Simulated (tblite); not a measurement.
Record of a relaxation.

Compound: C3H10B2NS (doublet state).
Bonds: C1–N2, N2–B3, B3–C4, C4–B5, B5–S6, S6–C7. Hydrogens: H8, H9, H10 on C1; H11 on N2; H12 on B3; H13 on C4; H14 on B5; H15, H16, H17 on C7.

Computed with GFN2-xTB (tblite), gas phase: L-BFGS steps from a force-field or distance-geometry start until the largest atomic force falls under 0.01 eV/Å. 6 of its 211 geometries are shown.

Step 0: E = -545.0616 eV, largest atomic force 2.703 eV/Å
```
atom  x, y, z in Å  |  force x, y, z in eV/Å
C1     -1.532    1.633   -0.124   -0.634   0.527  -0.025
N2     -1.724    0.417   -0.914   -0.248  -1.105   1.310
B3     -1.347   -0.807   -0.051    0.221   0.433  -1.871
C4     -0.226   -1.795   -0.554   -0.201  -0.175   2.690
B5      1.029   -1.721    0.428   -0.651  -0.126  -1.734
S6      2.724   -1.295   -0.283   -0.254   0.061   0.347
C7      2.507    0.505   -0.099   -0.291   0.951   0.399
H8     -2.201    1.649    0.773    0.486   0.149  -0.312
H9     -1.791    2.509   -0.754    0.156  -0.379   0.303
H10    -0.485    1.746    0.202   -0.427  -0.224  -0.165
H11    -2.737    0.327   -1.141    0.980   0.196   0.057
H12    -1.915   -1.004    0.974    0.106   0.025  -0.215
H13    -0.630   -2.836   -0.551    0.417   0.706  -0.303
H14     0.917   -1.955    1.570    0.146   0.023  -0.044
H15     1.672    0.859   -0.741    0.514  -0.291   0.415
H16     2.292    0.761    0.977    0.199  -0.272  -1.014
H17     3.440    1.017   -0.404   -0.521  -0.498   0.161
```

Step 42: E = -546.8988 eV, largest atomic force 1.019 eV/Å
```
atom  x, y, z in Å  |  force x, y, z in eV/Å
C1     -1.744    1.538   -0.019   -0.007   0.347   0.088
N2     -1.817    0.228   -0.628    0.000   0.208  -0.846
B3     -1.385   -0.859    0.149    0.135  -0.235   0.067
C4     -0.404   -1.951   -0.321    0.132   0.173  -0.301
B5      0.805   -1.707    0.518    0.174   0.018  -0.104
S6      2.377   -1.415   -0.432   -0.093   0.190  -0.104
C7      2.519    0.395   -0.124   -0.036  -0.307  -0.057
H8     -2.477    1.659    0.786   -0.043  -0.061  -0.175
H9     -1.855    2.340   -0.744   -0.304  -0.034  -0.141
H10    -0.757    1.692    0.431    0.011  -0.055   0.075
H11    -1.899    0.261   -1.658    0.302  -0.190   0.955
H12    -1.474   -0.689    1.309   -0.191  -0.023   0.035
H13    -0.326   -2.342   -1.342   -0.188   0.109   0.430
H14     0.816   -1.337    1.631    0.055  -0.092  -0.073
H15     1.715    0.873   -0.678    0.050   0.027   0.039
H16     2.419    0.599    0.936    0.042   0.003   0.042
H17     3.480    0.727   -0.505   -0.039  -0.079   0.070
```

Step 84: E = -547.4706 eV, largest atomic force 0.235 eV/Å
```
atom  x, y, z in Å  |  force x, y, z in eV/Å
C1     -2.429    1.659   -0.073   -0.040   0.045   0.086
N2     -1.661    0.535   -0.567   -0.051  -0.072   0.218
B3     -1.373   -0.609    0.173   -0.040  -0.002   0.202
C4     -0.340   -1.681   -0.257   -0.064   0.089  -0.070
B5      0.965   -1.621    0.440    0.030   0.065  -0.089
S6      2.412   -1.613   -0.707    0.024   0.109   0.105
C7      3.067   -0.017   -0.099   -0.011  -0.106   0.004
H8     -2.951    1.358    0.840    0.095   0.059  -0.164
H9     -3.172    2.018   -0.794    0.104  -0.173  -0.050
H10    -1.773    2.505    0.170   -0.026  -0.057  -0.013
H11    -1.199    0.727   -1.444   -0.078  -0.025  -0.049
H12    -1.835   -0.667    1.260   -0.007  -0.052  -0.106
H13    -0.447   -2.217   -1.198    0.010   0.170   0.060
H14     1.187   -1.239    1.530   -0.112  -0.044  -0.091
H15     2.344    0.751   -0.366    0.075   0.032   0.032
H16     3.181   -0.062    0.980    0.046   0.025  -0.026
H17     4.017    0.185   -0.578    0.046  -0.065  -0.048
```

Step 126: E = -547.8721 eV, largest atomic force 0.091 eV/Å
```
atom  x, y, z in Å  |  force x, y, z in eV/Å
C1     -3.394    1.442   -0.108    0.073  -0.010   0.053
N2     -2.256    0.667   -0.534    0.054   0.019  -0.005
B3     -1.458   -0.145    0.260    0.006  -0.031   0.010
C4     -0.192   -0.778   -0.346    0.024   0.004   0.019
B5      1.185   -0.693    0.231    0.028  -0.033   0.020
S6      2.541   -1.163   -0.868    0.014  -0.048   0.003
C7      4.081   -0.866    0.069   -0.048   0.029  -0.032
H8     -3.648    1.152    0.910   -0.061   0.021  -0.035
H9     -4.251    1.263   -0.760   -0.066   0.001  -0.023
H10    -3.165    2.512   -0.118   -0.039   0.034  -0.018
H11    -1.971    0.875   -1.481   -0.078  -0.018  -0.015
H12    -1.770   -0.291    1.383    0.062  -0.005   0.028
H13    -0.298   -1.233   -1.329    0.018   0.065  -0.002
H14     1.440   -0.286    1.301    0.057  -0.029  -0.049
H15     4.107    0.164    0.413   -0.016  -0.054   0.004
H16     4.146   -1.552    0.907   -0.076   0.017   0.025
H17     4.896   -1.055   -0.621    0.048   0.037   0.016
```

Step 168: E = -547.9628 eV, largest atomic force 0.040 eV/Å
```
atom  x, y, z in Å  |  force x, y, z in eV/Å
C1     -3.633    1.166   -0.079    0.000   0.008   0.020
N2     -2.367    0.649   -0.526    0.031  -0.004  -0.001
B3     -1.248    0.333    0.246   -0.018   0.010  -0.023
C4     -0.005   -0.222   -0.463    0.018  -0.007  -0.031
B5      1.341   -0.496    0.141   -0.012   0.011  -0.005
S6      2.663   -1.040   -0.961    0.004   0.004   0.012
C7      4.111   -1.127    0.147   -0.028   0.017   0.008
H8     -3.639    1.207    1.008   -0.006   0.009  -0.025
H9     -4.455    0.525   -0.414    0.007   0.013   0.011
H10    -3.809    2.175   -0.470   -0.003  -0.017   0.003
H11    -2.328    0.545   -1.531   -0.003  -0.020   0.035
H12    -1.300    0.506    1.406    0.001  -0.022  -0.013
H13    -0.113   -0.417   -1.530    0.008   0.009   0.021
H14     1.610   -0.363    1.273   -0.001   0.005  -0.014
H15     4.315   -0.132    0.532    0.023  -0.031  -0.001
H16     3.898   -1.809    0.963   -0.002  -0.001   0.005
H17     4.954   -1.487   -0.433   -0.018   0.015  -0.002
```

Step 210: E = -547.9673 eV, largest atomic force 0.004 eV/Å
```
atom  x, y, z in Å  |  force x, y, z in eV/Å
C1     -3.652    1.101   -0.048    0.000  -0.002   0.002
N2     -2.380    0.633   -0.530    0.003   0.003  -0.001
B3     -1.217    0.402    0.206    0.000   0.001  -0.001
C4      0.035   -0.099   -0.527   -0.001  -0.002   0.002
B5      1.369   -0.393    0.093   -0.001   0.003   0.001
S6      2.699   -0.975   -0.977    0.000   0.001  -0.001
C7      4.090   -1.187    0.183    0.001  -0.002   0.000
H8     -3.594    1.256    1.027   -0.001   0.001  -0.003
H9     -4.442    0.372   -0.256   -0.001  -0.001   0.000
H10    -3.931    2.046   -0.526    0.003  -0.001   0.000
H11    -2.382    0.470   -1.528   -0.002   0.001   0.002
H12    -1.239    0.600    1.362    0.001   0.000  -0.001
H13    -0.060   -0.254   -1.600    0.000   0.001   0.001
H14     1.616   -0.274    1.232    0.000  -0.001  -0.004
H15     4.353   -0.222    0.606   -0.003   0.002   0.002
H16     3.799   -1.874    0.970    0.003  -0.001   0.001
H17     4.929   -1.589   -0.376   -0.003   0.000  -0.001
```

**Question.** Summarise the path.

**Answer.** The energy falls by 67.01 kcal/mol from step 0 to step 210; nine tenths of that is first reached at step 99. It rises by more than 0.2 meV at step 18. The largest force goes from 2.703 to 0.004 eV/Å. Among the bonds N2–B3 changes most, from 1.545 to 1.395 Å; the atoms move by 2.259 Å rms after alignment.

The cost below is that of the whole relaxation. Time: 1.1 s. Hardware: one thread, Arm Neoverse V2 (aarch64) (shared host).
